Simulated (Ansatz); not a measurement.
A structure relaxed at PBE0-D4/def2-TZVP, charge 0, multiplicity 1:

```xyz
8

O     1.5738    0.9338    0.0138
Sn    0.0087   -0.2078   -0.1221
O    -1.0683    0.0707    1.4680
O    -1.1402    0.2790   -1.6013
Br    0.7799   -2.5162   -0.4201
H     2.3787    0.4990   -0.2818
H    -0.5459    0.3261    2.2337
H    -1.9866    0.6154   -1.2902
```

(1) Give its formula and SMILES.

(2) Summarise the bond lengths by kind.

Answers

(1) BrH3O3Sn, `[OH][Sn]([OH])([OH])[Br]`.

(2) 3 × O–Sn 1.935 to 1.942 Å; 3 × H–O 0.961 to 0.962 Å; 1 × Br–Sn 2.452 Å.

All numbers were calculated with Ansatz.
